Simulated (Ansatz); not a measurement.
Other settings, tried on AgSn2.

```yaml
crystal:
  periodic: [false, false, false]
  atoms:
    - {symbol: Ag, position_ang: [1.453398, 0.563107, -0.343183]}
    - {symbol: Sn, position_ang: [-0.591450, -1.250368, -0.844895]}
    - {symbol: Sn, position_ang: [-0.861957, 0.687262, 1.188077]}
basis:
  gaussian: {orbitals: def2-TZVPD, fitting: {mean_field: def2-universal-jkfit}}
magnetization: {spin_polarized: true, initial_magnetization: 1}
hamiltonian: {xc: {name: PBE0}}
scf: {omitted_lower_state_checks: [starts]}
output: {forces: true}
```

```sh
$ ansatz run in.yaml --threads 4 --pin off --events-out ev --progress --plain --max-ram 3916MiB
```

Shortened log:

```
Functional definition: PBE0
691 factors; integrals over basis functions are off by at most 1.4e0 eV
mean field evaluation 1: about -15662.3444 eV, gradient 2.3e1 eV
mean field evaluation 2: about -15656.7426 eV, gradient 4.9e1 eV
mean field evaluation 4: about -15664.1906 eV, gradient 2.0e0 eV
mean field evaluation 8: about -15664.2063 eV, gradient 5.1e-2 eV
mean field evaluation 16: about -15664.2063 eV, gradient 4.9e-5 eV
mean field -15664.20629619 eV, -575.6489638047 hartree, gradient 9.5e-6 eV, S^2 0.753188; 0 other end points of the search recorded, 0 dependent functions left out
reference -15664.20632439 eV, -575.6489648408 hartree; 32, 31 occupied and 120, 121 virtual orbitals, 691 factors
Total energy: -15664.20632439 eV, -575.6489648408 hartree
Atom 0 at     1.453398     0.563107    -0.343183 Å, force     0.067862     0.026165    -0.016147 eV/Å
Atom 1 at    -0.591450    -1.250368    -0.844895 Å, force    -0.070566     0.250367     0.284398 eV/Å
Atom 2 at    -0.861957     0.687262     1.188077 Å, force     0.002705    -0.276531    -0.268251 eV/Å
Dipole moment:     0.232117     0.089913    -0.054826 e Å
Checks for a lower state left out: starts
```

Hardware: 4 threads of Arm Neoverse V2 on a shared host. Wall time 5.5 s.

In the def2 sets Ag, Sn take a core potential; there is no spin–orbit coupling.
